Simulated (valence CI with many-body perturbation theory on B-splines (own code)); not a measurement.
# Sensitivity of CI+MBPT for Rh XXIV

Calculated by valence CI with perturbative core correlation (CI+MBPT): four valence electrons over a frozen Dirac-Fock core [Ar], radial functions for each j: 6 s, 6 p, 5 d, 5 f, 1 g, with the one-electron correlation potential Σ1 (screened to all orders), the two-electron term Σ2, the three-electron term Σ3, Breit, model QED; selected single and double excitations, second order for the rest, scaled by the run's own slope (own B-spline code, finite nucleus).

No measured spectrum was set against this ion. As an estimate, terms of the open shell hold to 2 to 4 % of their energy, and close levels can change places. Only levels of the ground parity were solved; by the run's estimate the other parity begins above the list, which can be wrong where configurations are misplaced.

The reference run has the lowest level 3d⁴ ⁵D_0 and an ionisation energy of 1131.56 eV. Its largest variational space holds 8145 state functions.

Names give the largest LS component (configuration and term), which can be under half, so a name can repeat, a term be missing and a line seem to break the LS rules; names also repeat where a configuration has a term twice.

Changed runs:
A. scale of Σ1 1 → 0
B. screening of Σ1 on → off; box radius (bohr) 4.7753 → 7.87
C. QED terms on → off
D. box radius (bohr) 4.7753 → 1.18 (bad on purpose)

Excitation energies of the reference run in cm⁻¹, and shifts in cm⁻¹:

```
                 Level  Reference      A        B       C      D
              3d⁴ ⁵D_1      19028   -352      +37    -112    +33
              3d⁴ ⁵D_2      35821   -572      +60    -179    +47
              3d⁴ ⁵D_3      49190   -686      +72    -212    +48
              3d⁴ ⁵D_4      58284   -672      +69    -203    +35
              3d⁴ ³P_0      89301   -643      +64    -171   -1.6
              3d⁴ ³H_4      97918   -620      +61    -162    -17
              3d⁴ ³G_3     117528   -703      +69    -177    -29
              3d⁴ ³H_5     121617   -837      +83    -225    -22
              3d⁴ ³F_2     121880   -705      +69    -175    -41
              3d⁴ ³P_1     122666   -882      +88    -236    -20
              3d⁴ ³H_6     131296   -898      +89    -242    -24
              3d⁴ ³G_4     143739  -1012     +101    -271    -14
Ionisation energy (eV)    1131.56  -2.50  -0.0091  -0.046  -0.15
```
